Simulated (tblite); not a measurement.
Species: C₇H₁₃ClOSi.
Numbering: `[CH3:1][CH2:2][O:3][C@:4]1([CH3:5])[CH:6]=[C:7]([Cl:8])[CH2:9][SiH2:10]1` (hydrogens: H11, H12, H13 on C1; H14, H15 on C2; H16, H17, H18 on C5; H19 on C6; H20, H21 on C9; H22, H23 on Si10)

Computed with GFN2-xTB (tblite), gas phase: L-BFGS steps from a force-field or distance-geometry start until the largest atomic force falls under 0.01 eV/Å.

Geometry at step 0:
```
atom  x, y, z in Å
C1      3.1356   -1.1830   -0.2021
C2      2.0717   -0.1004   -0.4137
O3      0.9874   -0.3955    0.4600
C4     -0.2023    0.4129    0.2492
C5      0.0727    1.9162    0.2691
C6     -1.1290    0.0545    1.4189
C7     -2.3386   -0.4590    1.1759
Cl8    -3.4143   -0.8720    2.4518
C9     -2.8014   -0.7112   -0.2273
Si10   -1.3642   -0.1362   -1.3203
H11     2.7140   -2.1698   -0.4376
H12     3.9944   -1.0025   -0.8355
H13     3.4471   -1.2085    0.8540
H14     2.5093    0.8682   -0.1501
H15     1.7558   -0.0870   -1.4491
H16     0.6909    2.1993    1.1338
H17    -0.8492    2.5100    0.3030
H18     0.6174    2.2211   -0.6379
H19    -0.7661    0.2252    2.4386
H20    -3.6987   -0.1224   -0.4484
H21    -3.0119   -1.7636   -0.3932
H22    -1.7021    1.0636   -2.1431
H23    -0.7233   -1.2329   -2.0859
```

Question: What forces act on the atoms?

Answer: 
| atom | Fx (eV/Å) | Fy (eV/Å) | Fz (eV/Å) |
| --- | --- | --- | --- |
| C1 | -0.359 | -0.362 | 0.377 |
| C2 | 0.226 | -0.474 | 0.960 |
| O3 | -0.443 | 0.740 | -0.722 |
| C4 | -0.879 | -0.714 | 0.103 |
| C5 | 0.438 | 0.427 | -0.133 |
| C6 | -0.080 | -0.006 | -0.086 |
| C7 | 0.919 | 0.247 | -0.250 |
| Cl8 | -0.179 | -0.046 | 0.127 |
| C9 | 0.074 | 0.364 | -0.050 |
| Si10 | 1.222 | 0.415 | 0.355 |
| H11 | 0.123 | 0.331 | 0.025 |
| H12 | 0.078 | 0.059 | -0.032 |
| H13 | -0.109 | 0.106 | -0.461 |
| H14 | -0.008 | 0.138 | -0.068 |
| H15 | -0.277 | 0.033 | -0.412 |
| H16 | -0.217 | -0.157 | -0.167 |
| H17 | 0.160 | -0.417 | 0.037 |
| H18 | -0.177 | -0.119 | 0.262 |
| H19 | -0.134 | -0.074 | -0.544 |
| H20 | -0.024 | -0.298 | 0.169 |
| H21 | -0.259 | -0.058 | 0.160 |
| H22 | 0.117 | -0.431 | 0.213 |
| H23 | -0.213 | 0.296 | 0.137 |

The largest, 1.34 eV/Å, acts on Si10; the rms over all components is 0.371 eV/Å. The forces sum to zero within rounding, as they must for an isolated molecule in no field.

Question: Give the force on Si10 in Eh/bohr and in nN.

Answer: 1.338 eV/Å ÷ 51.422 = 0.02603 Eh/bohr, and 1.338 eV/Å × 1.602 = 2.14 nN.

Question: How far is this geometry from the end of the optimisation?

Answer: 0.204 eV above it, and 0.171 Å rms away after alignment. The bonds farthest from their final lengths, with half the difference of the two atoms' forces along the bond (positive lengthens):

| bond | now (Å) | final (Å) | force along bond (eV/Å) |
| --- | --- | --- | --- |
| C4–Si10 | 2.029 | 1.937 | -0.85 |
| Si10–H22 | 1.494 | 1.465 | -0.18 |
| C4–C6 | 1.535 | 1.508 | -0.40 |
| O3–C4 | 1.454 | 1.429 | -0.29 |
| Si10–H23 | 1.483 | 1.462 | -0.21 |
| C2–H15 | 1.083 | 1.103 | +0.73 |

The angle farthest from its final value is Si10–C9–H20, 110.0° against 113.4°.

Of the 6 listed bonds off by 0.010 Å or more, this force points towards the final length in 6.

The cost below is that of the whole relaxation. The run took 0.93 s on one thread, Arm Neoverse V1 (aarch64), shared host with 64 logical CPUs at a one-minute load of 44.
